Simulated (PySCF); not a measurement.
Heteronuclear NMR

Cartesian coordinates in Å; atom numbers follow the order of the lines, from 1:
```xyz
16

C     2.372    0.738   -0.591
C     1.547    0.276   -1.512
O     0.364   -0.327   -1.286
Si   -0.487   -0.594    0.080
O     0.349   -1.670    0.981
Si   -0.979    1.315    1.281
C    -2.019   -1.487   -0.645
O    -2.784   -2.093    0.066
H     3.298    1.206   -0.867
H     2.147    0.651    0.456
H     1.761    0.345   -2.572
H    -0.081   -2.243    1.610
H    -2.422    1.513    1.444
H    -0.439    2.521    0.642
H    -0.402    1.280    2.633
H    -2.234   -1.420   -1.732
```

PySCF 2.14 calculation with GFN2-xTB geometry and σ from GIAO-PBE0/pcSseg-1; one averaged value for each set of equivalent atoms, single conformer, non-relativistic, no solvent model.

Question: Where does $^{29}$Si resonate?

Answer: 
```tsv
atoms	environment	σ (ppm)	δ (ppm)
Si4	silicon bonded to C, 2 O, Si	393.6	-43.6
Si6	silicon bonded to Si, 3 H	475.6	-110.9
```

Shieldings were converted by a linear fit to measured shifts: $^{29}$Si (scatter 8.9 ppm rms, 25.8 ppm with the 6 outliers that the fit left out vs TMS, solution or neat liquid). Occasional misses reach two or three times the rms, and more in compound classes unlike the fitted ones.

On a 300 MHz spectrometer $^{29}$Si resonates near 59.6 MHz, so 1 ppm is 59.6 Hz.

Question: Predict the $^{17}$O NMR data.

Answer: 
```json
{"atoms": "O8", "environment": "carbonyl oxygen", "σ (ppm)": "-595.9", "δ (ppm)": "809.5"}
{"atoms": "O3", "environment": "oxygen bonded to C, Si", "σ (ppm)": "191.0", "δ (ppm)": "92.7"}
{"atoms": "O5", "environment": "oxygen bonded to Si, H", "σ (ppm)": "288.5", "δ (ppm)": "3.9"}
```

Shieldings were converted by a linear fit to measured shifts: $^{17}$O (scatter 10.7 ppm rms, 12.2 ppm with the 3 outliers that the fit left out vs liquid water, solution or neat liquid). A few per cent of atoms miss by over 2 rms, more outside the fitted compound classes.

On a 400 MHz spectrometer $^{17}$O resonates near 54.2 MHz, so 1 ppm is 54.2 Hz.
